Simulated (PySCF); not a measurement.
## Atomic charges against the basis set

CH9FGe2N2.
Geometry (PBE0-D3(BJ)/def2-SVP, Å), atoms numbered from 1 in this order:
```xyz
15
CH9FGe2N2 angstrom
C     -2.306    0.414   -0.291
N     -0.936    0.122    0.045
Ge    -0.048   -1.393   -0.437
N      1.700   -0.814   -0.454
Ge     2.086    0.951   -0.316
F      1.425    1.560    1.201
H     -2.475    1.503   -0.338
H     -2.544    0.013   -1.290
H     -3.053   -0.005    0.412
H     -0.600    0.574    0.891
H     -0.591   -1.777   -1.828
H     -0.114   -2.613    0.516
H      2.396   -1.440   -0.060
H      3.608    1.114   -0.183
H      1.436    1.792   -1.413
```

PBE0 throughout (PySCF), one geometry, spherical d and f functions. Geometry: PBE0-D3(BJ)/def2-SVP, one conformer, isolated molecule. The calculation is non-relativistic, for germanium too. Atoms taken as equivalent share a column and are averaged. The first 7 of 11 kinds of atom are listed.

Mulliken charges (e):

| basis | functions | C1 | N2 | Ge3 | N4 | Ge5 | F6 | H7/H8/H9 |
| --- | --- | --- | --- | --- | --- | --- | --- | --- |
| STO-3G | 65 | -0.150 | -0.486 | +0.676 | -0.609 | +0.642 | -0.241 | +0.072 |
| pcSseg-0 | 104 | -0.396 | -1.020 | +1.052 | -1.199 | +1.046 | -0.505 | +0.222 |
| 6-31G | 108 | -0.306 | -0.863 | +0.904 | -1.028 | +0.937 | -0.474 | +0.168 |
| 6-31G* | 138 | -0.359 | -0.673 | +0.385 | -0.714 | +0.489 | -0.427 | +0.172 |
| cc-pVDZ | 155 | +0.016 | -0.414 | +0.545 | -0.514 | +0.657 | -0.396 | +0.042 |
| def2-SVP | 165 | +0.054 | -0.501 | +0.635 | -0.578 | +0.729 | -0.418 | +0.038 |
| pcSseg-1 | 195 | -0.080 | -0.789 | +0.820 | -0.949 | +0.874 | -0.517 | +0.107 |
| aug-cc-pVDZ | 245 | +0.826 | -0.440 | +0.357 | -0.704 | +0.613 | -0.639 | -0.209 |
| def2-TZVP | 274 | -0.265 | -0.477 | +0.408 | -0.599 | +0.524 | -0.413 | +0.122 |

IAO charges (e):

| basis | functions | C1 | N2 | Ge3 | N4 | Ge5 | F6 | H7/H8/H9 |
| --- | --- | --- | --- | --- | --- | --- | --- | --- |
| STO-3G | 65 | -0.311 | -0.562 | +0.922 | -0.806 | +0.945 | -0.372 | +0.122 |
| pcSseg-0 | 104 | -0.303 | -0.623 | +0.805 | -0.841 | +0.936 | -0.508 | +0.135 |
| 6-31G | 108 | -0.319 | -0.628 | +0.804 | -0.846 | +0.938 | -0.532 | +0.140 |
| 6-31G* | 138 | -0.290 | -0.629 | +0.822 | -0.851 | +0.970 | -0.541 | +0.131 |
| cc-pVDZ | 155 | -0.289 | -0.629 | +0.845 | -0.854 | +0.988 | -0.539 | +0.130 |
| def2-SVP | 165 | -0.281 | -0.626 | +0.854 | -0.853 | +0.999 | -0.540 | +0.127 |
| pcSseg-1 | 195 | -0.288 | -0.641 | +0.864 | -0.870 | +1.009 | -0.550 | +0.131 |
| aug-cc-pVDZ | 245 | -0.299 | -0.644 | +0.851 | -0.869 | +0.998 | -0.556 | +0.135 |
| def2-TZVP | 274 | -0.300 | -0.651 | +0.874 | -0.881 | +1.020 | -0.557 | +0.135 |

Hirshfeld charges (e):

```
      basis  functions      C1      N2     Ge3      N4     Ge5      F6  H7/H8/H9
     STO-3G         65  +0.018  -0.275  +0.435  -0.345  +0.438  -0.187    +0.009
   pcSseg-0        104  -0.061  -0.239  +0.443  -0.349  +0.495  -0.273    +0.032
      6-31G        108  -0.050  -0.252  +0.418  -0.361  +0.467  -0.278    +0.036
     6-31G*        138  -0.053  -0.236  +0.367  -0.334  +0.414  -0.253    +0.035
    cc-pVDZ        155  -0.066  -0.228  +0.402  -0.331  +0.439  -0.250    +0.035
   def2-SVP        165  -0.068  -0.229  +0.401  -0.330  +0.440  -0.252    +0.036
   pcSseg-1        195  -0.071  -0.239  +0.415  -0.342  +0.454  -0.260    +0.037
aug-cc-pVDZ        245  -0.079  -0.253  +0.423  -0.356  +0.465  -0.264    +0.039
  def2-TZVP        274  -0.076  -0.246  +0.416  -0.347  +0.454  -0.259    +0.038
```

ESP-fitted charges (e):

```
      basis  functions      C1      N2     Ge3      N4     Ge5      F6  H7/H8/H9
     STO-3G         65  -0.502  -0.208  +0.521  -0.696  +0.564  -0.220    +0.140
   pcSseg-0        104  -0.373  -0.486  +0.835  -1.046  +0.931  -0.421    +0.137
      6-31G        108  -0.325  -0.442  +0.676  -1.022  +0.770  -0.422    +0.120
     6-31G*        138  -0.328  -0.333  +0.389  -0.751  +0.430  -0.309    +0.115
    cc-pVDZ        155  -0.260  -0.332  +0.486  -0.743  +0.553  -0.339    +0.095
   def2-SVP        165  -0.246  -0.358  +0.541  -0.784  +0.601  -0.348    +0.093
   pcSseg-1        195  -0.265  -0.395  +0.569  -0.846  +0.634  -0.365    +0.102
aug-cc-pVDZ        245  -0.327  -0.294  +0.505  -0.785  +0.568  -0.353    +0.108
  def2-TZVP        274  -0.349  -0.305  +0.512  -0.791  +0.583  -0.351    +0.115
```

Some averages cover members that differ in this geometry, most widely: H7/H8/H9, Mulliken in aug-cc-pVDZ -0.249 to -0.145; H7/H8/H9, ESP-fitted in 6-31G* +0.098 to +0.131; H7/H8/H9, ESP-fitted in 6-31G +0.103 to +0.132; H7/H8/H9, ESP-fitted in pcSseg-1 +0.085 to +0.113 e.

**Question.** Which scheme is steadiest as the basis changes?

**Answer.** Largest range over the bases for any column: Hirshfeld 0.10 e, IAO 0.18 e, ESP-fitted 0.50 e, Mulliken 1.22 e. Hirshfeld charges move least and Mulliken charges most, counted in e. Without the minimal STO-3G basis the ranges are Hirshfeld 0.08, IAO 0.08, ESP-fitted 0.50, Mulliken 1.22 e.

**Question.** How much do the charges still move between the two largest bases, aug-cc-pVDZ and def2-TZVP?

**Answer.** At most, over all atoms: Mulliken 1.091 e, IAO 0.023 e, Hirshfeld 0.011 e, ESP-fitted 0.023 e.

**Question.** What do the same runs give for the total energy, the frontier levels and the dipole moment?

**Answer.** 
```json
{"basis": "STO-3G", "energy (Eh)": "-4354.9817", "HOMO (eV)": "-3.07", "LUMO (eV)": "6.27", "μ (D)": "0.93"}
{"basis": "pcSseg-0", "energy (Eh)": "-4400.7930", "HOMO (eV)": "-6.49", "LUMO (eV)": "0.85", "μ (D)": "1.33"}
{"basis": "6-31G", "energy (Eh)": "-4405.3630", "HOMO (eV)": "-6.37", "LUMO (eV)": "0.50", "μ (D)": "1.56"}
{"basis": "6-31G*", "energy (Eh)": "-4405.5416", "HOMO (eV)": "-6.39", "LUMO (eV)": "0.61", "μ (D)": "1.28"}
{"basis": "cc-pVDZ", "energy (Eh)": "-4406.0741", "HOMO (eV)": "-6.47", "LUMO (eV)": "0.72", "μ (D)": "1.33"}
{"basis": "def2-SVP", "energy (Eh)": "-4405.4228", "HOMO (eV)": "-6.54", "LUMO (eV)": "0.73", "μ (D)": "1.31"}
{"basis": "pcSseg-1", "energy (Eh)": "-4405.6742", "HOMO (eV)": "-6.64", "LUMO (eV)": "0.58", "μ (D)": "1.36"}
{"basis": "aug-cc-pVDZ", "energy (Eh)": "-4406.1037", "HOMO (eV)": "-6.64", "LUMO (eV)": "-0.22", "μ (D)": "1.39"}
{"basis": "def2-TZVP", "energy (Eh)": "-4406.2441", "HOMO (eV)": "-6.65", "LUMO (eV)": "0.36", "μ (D)": "1.34"}
```

The dipole is fixed by the density alone, so its range of 0.63 D shows that the density itself changes with the basis, not only its division among atoms.
